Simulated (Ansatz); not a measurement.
Reaction (redistribution): `C[CH2][GeH3]` + `F[C@H]1O[Si@H]1[SiH3]` → `F[C@H]1O[Si@H]1[GeH3]` + `CC[SiH3]`

Gas-phase electronic energies from Ansatz, PBE0-D4/def2-TZVP geometries. CCSD(T)/CBS is the MP2 limit (def2-TZVPP, def2-QZVPP) plus CCSD(T) − MP2 in def2-TZVPP, frozen cores. DFT in def2-TZVPP. B3LYP here is the variant with VWN-RPA as its local correlation; programs differ in this. For Ge outer-core shells are correlated without core-valence functions, which leaves a few kJ/mol of doubt a bond. Scalar relativity is left out up to krypton.

```
             level  ΔE (kJ/mol)  difference from CCSD(T)/CBS
            PBE-D4        -23.2                          0.2
         r2SCAN-D4        -25.7                         -2.3
           PBE0-D4        -24.3                         -0.9
          B3LYP-D4        -26.1                         -2.7
           ωB97X-V        -24.3                         -0.9
            B2PLYP        -25.4                         -2.0
               PBE        -23.0                          0.4
            r2SCAN        -25.7                         -2.3
     HF/def2-TZVPP        -25.8                         -2.4
    MP2/def2-TZVPP        -24.4                         -1.0
SCS-MP2/def2-TZVPP        -23.9                         -0.5
   CCSD/def2-TZVPP        -23.2                          0.2
     HF/def2-QZVPP        -26.3                         -2.9
    MP2/def2-QZVPP        -25.0                         -1.6
SCS-MP2/def2-QZVPP        -24.3                         -0.9
     MP2/CBS(def2)        -25.1                         -1.7
       CCSD(T)/CBS        -23.4                            0
```

Largest T1 diagnostic among the species: 0.016.
